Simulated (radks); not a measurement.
Coulomb parameter of the 4f shell of the erbium ion Er2+ in the model configuration [Xe] 4f10.5 6s1.5, as a second difference U = [E(n + 0.5) + E(n - 0.5) - 2 E(n)] / (0.5)^2 with all orbitals relaxed. "Bare": the charge of the atom changes with n. "Screened": the 6s shell takes up the change at fixed total charge, which measures U(4f,4f) + U(6s,6s) - 2 U(4f,6s). All-electron calculation, Dirac Kohn-Sham, PBE, spin-unpolarised, spherical densities, point nucleus; open shells are shared between the two j in proportion to 2j + 1. Program: a radial shooting solver on a logarithmic mesh with Libxc functionals.

| case | configuration | E - E(n) (eV) |
|---|---|---|
| start | [Xe] 4f10.5 6s1.5 | 0.000 |
| bare +0.5 | [Xe] 4f11 6s1.5 | -13.373 |
| bare -0.5 | [Xe] 4f10 6s1.5 | 18.160 |
| screened +0.5 | [Xe] 4f11 6s1 | -5.690 |
| screened -0.5 | [Xe] 4f10 6s2 | 7.790 |

U(bare) = 19.150 eV, U(screened by 6s) = 8.400 eV.
